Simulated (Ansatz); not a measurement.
Consider the cleavage of the Si–Si bond: `N[Si]([SiH3])(Cl)O[SiH3]` + `[OH][Al]([SH])[SH]` → `[SiH3][O][Al]([SH])[SH]` + `N[SiH](Cl)O[SiH3]`.

Program: Ansatz. Geometries: PBE0-D4/def2-TZVP. ΔE: electronic, gas phase. CCSD(T)/CBS adds triple-zeta CCSD(T) − MP2 to the extrapolated MP2 energy (def2 sets, frozen cores). Functionals use def2-TZVPP. B3LYP here is the variant with VWN-RPA as its local correlation; programs differ in this. Each species was taken in one conformer, which may not be the lowest.

```csv
level,ΔE (kJ/mol)
B3LYP,-120.4
SCS-MP2/def2-TZVPP,-130.7
```

Problem. What does CCSD(T)/CBS give? (Best estimate.)

Solution. The calculation gave: -116.9 kJ/mol. The listed levels differ from it by -3.5, -13.8 kJ/mol.

Largest T1 diagnostic among the species: 0.012.

In def2-TZVPP, CCSD(T) changes the Hartree–Fock value by +34.1 kJ/mol (the triples alone add +5.2 kJ/mol) and MP2 by +28.0 kJ/mol. From PBE to PBE0 (25 % exact exchange), in def2-TZVPP and without D4, ΔE moves by −11.3 kJ/mol. The D4 term adds +6.0 kJ/mol with B3LYP and +3.4 kJ/mol with PBE0; it sums over pairs of atoms, weighted by their polarisabilities, and B3LYP, whose exchange is more repulsive, gets the larger term.
